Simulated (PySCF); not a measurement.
## Name the molecule from its bond curve

A diatomic of charge 0 contains Rb. Its singlet curve at RHF in a double-zeta basis (spin-free X2C with a Gaussian nucleus, PySCF), in eV from the separated fragments:

```
R (Å)  E (eV)
2.007  -0.409
2.101  -0.592
2.194  -0.710
2.264  -0.765
2.334  -0.797
2.404  -0.809
2.497  -0.802
2.614  -0.762
2.754  -0.682
2.941  -0.539
```

The fit gives ωe = 919 cm⁻¹ and the rotational constant Bₑ = 2.886 cm⁻¹.

Question: Which atom is the partner?

Answer: The minimum lies at 2.422 Å, so the reduced mass is 16.8576 u Å² cm⁻¹/(Bₑ·Re²) = 0.9958 u. With Rb at 84.91 u the partner weighs about 1.0 u: H. The molecule is RbH.
